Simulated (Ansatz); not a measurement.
Relaxation of C$_{2}$H$_{6}$F$_{3}$NSi (13 atoms, charge 0, multiplicity 1), to a largest force component of 0.02 eV/Å in at most 40 steps.

All numbers below come from RKS B3LYP/STO-3G in Ansatz.

```xyz
13
Properties=species:S:1:pos:R:3
Si 0.000 0.000 0.000
N 0.000 0.000 1.820
C -1.216 -0.376 2.555
H -1.864 -1.000 1.905
H -0.938 -0.953 3.461
H -1.766 0.540 2.855
C 1.216 0.376 2.555
H 1.464 -0.416 3.292
H 2.058 0.494 1.842
H 1.046 1.335 3.087
F 1.499 0.000 -0.529
F -0.749 1.297 -0.529
F -0.749 -1.297 -0.529
```

Problem. Where does it end, and by what steps?

Solution. The forces met the threshold. The force dipped under the threshold on the way, but the program's further checks kept it going. Limits of this set-up: minimal basis. After 11 steps the energy has fallen by 0.313 eV; N2 moved furthest, 0.29 Å.

| step | energy less start (eV) | largest force component (eV/Å) | accepted |
| --- | --- | --- | --- |
| 0 | 0.0000 | 3.720 | yes |
| 1 | -0.2268 | 1.977 | yes |
| 2 | -0.2888 | 0.228 | yes |
| 3 | -0.3012 | 0.383 | yes |
| 4 | -0.3070 | 0.173 | yes |
| 5 | -0.3099 | 0.026 | yes |
| 6 | -0.3114 | 0.027 | yes |
| 7 | -0.3077 | 0.253 | no |
| 8 | -0.3108 | 0.080 | no |
| 9 | -0.3118 | 0.013 | yes |
| 10 | -0.3126 | 0.048 | yes |
| 11 | -0.3129 | 0.016 | yes |

```xyz
13
Properties=species:S:1:pos:R:3
Si 0.005 -0.014 0.038
N 0.094 -0.266 1.761
C -1.158 -0.449 2.545
H -1.896 -1.001 1.934
H -0.958 -1.044 3.458
H -1.624 0.509 2.868
C 1.173 0.403 2.540
H 1.422 -0.188 3.443
H 2.082 0.473 1.913
H 0.906 1.429 2.877
F 1.517 -0.092 -0.562
F -0.628 1.415 -0.420
F -0.932 -1.174 -0.612
```

Whether the end is a true minimum wasn't checked by a vibrational analysis.

Run time: 50 s on 1 thread of Arm Neoverse V1 (shared host), peak memory 0.15 GiB.
